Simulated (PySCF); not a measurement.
Compound: C₄H₁₄N₂Si.
Z-matrix (Å and degrees, PBE0-D3(BJ)/def2-SVP geometry), rows numbered from 1:
```
C 
C   1  1.5343
C   2  1.5308  1  109.55
C   2  1.5271  1  109.42  3   119.66
N   2  1.4597  1  110.51  3  -119.01
Si  5  1.7315  2  131.13  1   -85.45
N   6  1.7288  5  105.00  2  -173.05
H   1  1.1011  2  110.50  3   179.83
H   1  1.1017  2  111.73  3   -59.51
H   1  1.1019  2  110.54  3    60.63
H   3  1.1024  2  110.67  1   -60.83
H   3  1.1010  2  111.40  1    58.95
H   3  1.1001  2  110.26  1   179.82
H   4  1.1014  2  111.64  1    57.89
H   4  1.1002  2  110.90  1   178.39
H   4  1.1001  2  110.13  1   -61.48
H   5  1.0176  2  111.61  1    65.17
H   6  1.4977  5  107.75  2   -48.13
H   6  1.5040  5  117.54  2    72.06
H   7  1.0137  6  120.46  5    65.89
H   7  1.0130  6  119.15  5  -150.07
```

Method used: PySCF 2.14.0, PBE0-D3(BJ)/def2-SVP geometry optimisation, gas phase.

Masses are those of the commonest isotopes; rigid-rotor values at the optimised geometry. The values belong to one conformer with, in the numbering `[CH3:1][C:2]([CH3:3])([CH3:4])[NH:5][SiH2:6][NH2:7]`, C2–N5–Si6–N7 -173°, N5–Si6–N7–H 66° and -150°.

Q: What are A, B and C (GHz)?

A: Ia = 134.42, Ib = 445.62, Ic = 461.80 u·Å²; 505379 MHz·u·Å²/I gives 3760, 1134 and 1094 MHz, that is A = 3.7596, B = 1.1341, C = 1.0944 GHz.

Q: What kind of rotor is it?

A: A near-prolate asymmetric top: κ = (2 × 1134 − 3760 − 1094)/(3760 − 1094) = -0.97.

Q: Is it planar, by Δ = Ic − Ia − Ib?

A: Not planar: Δ = Ic − Ia − Ib = -118.25 u·Å². For a rigid frame Δ = −2 Σ m c², so Σ m c² = 59.12 u·Å² lies off the ab plane: 21.59 from hydrogen and 37.53 from heavier atoms. The atom farthest from that plane is 2.12 Å away.

Q: Give the other two planar moments, Paa and Pbb, and the rms extents of the mass along the axes.

A: Paa = Σ m a² = (Ib + Ic − Ia)/2 = 386.50 and Pbb = Σ m b² = (Ia + Ic − Ib)/2 = 75.30 u·Å². With the mass M = 118.09 u, the rms extents √(P/M) along a, b and c are 1.81, 0.80, 0.71 Å.

Q: List the rotational levels J(Ka,Kc) to J = 2 (cm⁻¹).

A: Above 0(0,0):
J = 1: 1(0,1) 0.0743, 1(1,1) 0.1619, 1(1,0) 0.1632
J = 2: 2(0,2) 0.2230, 2(1,2) 0.3093, 2(1,1) 0.3132, 2(2,1) 0.5760, 2(2,0) 0.5760

Q: Which lines would a microwave search look for?

A: The dipole components are |μa| = 0.26 D, |μb| = 0.83 D, |μc| = 0.11 D. Intensities carry the squares of the components, which stand as 0.10 : 1.00 : 0.02 (a : b : c). Some lines, for components of 0.1 D or more:

```tsv
type	branch	J(Ka,Kc)	MHz	lower level (cm⁻¹)
c	Q	4(1,4) ← 4(0,4)	2452	0.743
b	Q	3(1,2) ← 3(0,3)	2767	0.446
b	Q	5(1,4) ← 5(0,5)	2956	1.114
a	R	2(1,1) ← 1(1,0)	4497	0.163
b	R	1(1,1) ← 0(0,0)	4854	0.000
b	R	4(0,4) ← 3(1,3)	6381	0.530
a	R	3(1,3) ← 2(1,2)	6626	0.309
a	R	3(2,2) ← 2(2,1)	6685	0.576
b	R	2(1,2) ← 1(0,1)	7043	0.074
a	R	5(3,2) ← 4(3,1)	11144	1.538
a	R	5(1,4) ← 4(1,3)	11240	0.838
c	Q	3(3,1) ← 3(2,1)	13225	0.799
b	Q	4(3,2) ← 4(2,3)	13229	1.096
b	R	4(2,3) ← 3(1,2)	16731	0.538
b	Q	5(4,1) ← 5(3,2)	18516	1.909
c	Q	4(4,1) ← 4(3,1)	18517	1.538
b	Q	4(4,0) ← 4(3,1)	18517	1.538
b	R	4(3,2) ← 3(2,1)	22140	0.799
c	R	5(3,3) ← 4(2,3)	24372	1.096
c	R	4(4,0) ← 3(3,0)	27432	1.240
b	R	5(4,2) ← 4(3,1)	29660	1.538
b	R	5(5,1) ← 4(4,0)	34951	2.155
```

Q: Estimate the classical rotational partition function at 50 K, 100 K and 298.15 K.

A: Point group C1, symmetry number σ = 1; q = (√π/σ)·√((kT/h)³/(ABC)), k/h = 20836.6 MHz/K: 27600 at 50 K, 78000 at 100 K, 402000 at 298.15 K.

Not checked by PBE0-D3(BJ)/def2-SVP frequencies. Zero-point vibration and centrifugal distortion are left out. A rigid rotor knows nothing of inversion at nitrogen or internal rotation, which can split or shift real lines. Quadrupole hyperfine structure (14N) is left out.
